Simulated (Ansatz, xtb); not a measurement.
## Relative energy of two isomers of C5H9ClO2

We compare a, `CO[C@@H]1C[C@@H](Cl)CO1`, a singlet, with b, `CO[C@@H]1OCC[C@H]1Cl`, a singlet. Both are isolated molecules in the gas phase, relaxed with r2SCAN-D4/def2-SVP, each in the lowest conformer that the search found.

**Question.** Estimate which is lower in electronic energy at CCSD(T)/def2-SVP + ΔMP2/def2-TZVPP, and by roughly how much.

**Answer.** CCSD(T)/def2-SVP + ΔMP2/def2-TZVPP gives E(b) − E(a) = −0.45 kcal/mol, slightly favouring structure b, which is too small a margin to settle the true order.

Level by level:

```tsv
level	geometry	E(b) − E(a) (kcal/mol)	departure from the last row (kcal/mol)	job, with rough time for the two
GFN2-xTB	GFN2-xTB	+0.26	+0.71	optimisation, 0.48 s
HF/STO-3G	GFN2-xTB	+1.35	+1.80	single point, 1.6 s
r2SCAN-D4/def2-SVP//GFN2-xTB	GFN2-xTB	−0.80	−0.35	single point, 7.5 s
r2SCAN-D4/def2-SVP	r2SCAN-D4/def2-SVP	−0.74	−0.29	optimisation, 93 s
HF/def2-SVP	r2SCAN-D4/def2-SVP	−1.03	−0.58	part of the CCSD(T) run
MP2/def2-SVP	r2SCAN-D4/def2-SVP	−1.55	−1.10	part of the CCSD(T) run
CCSD(T)/def2-SVP	r2SCAN-D4/def2-SVP	−1.41	−0.96	single point
CCSD(T)/def2-SVP + ΔMP2/def2-TZVPP	r2SCAN-D4/def2-SVP	−0.45		single point, 4 min
```

As drawn, both hold the same kinds of bond in the same numbers.

The largest departure from CCSD(T)/def2-SVP + ΔMP2/def2-TZVPP is that of HF/STO-3G, 1.80 kcal/mol. The last row adds to CCSD(T) the change of the MP2 difference between the two basis sets, here +0.96 kcal/mol.

With thermal terms from frequencies at re-optimised GFN2-xTB minima (ideal gas, soft modes damped towards free rotors, one conformer each, 298.15 K, 1 atm): on the last row, ΔE + ΔZPE = −0.59, ΔH = −0.47, ΔG = −0.91 kcal/mol.

The correlated steps freeze 12 core orbitals. Codes used: Ansatz 0.2.0, xtb 6.7.1; the last row on 2 threads of Intel(R) Xeon(R) Processor @ 2.70GHz on a shared host.
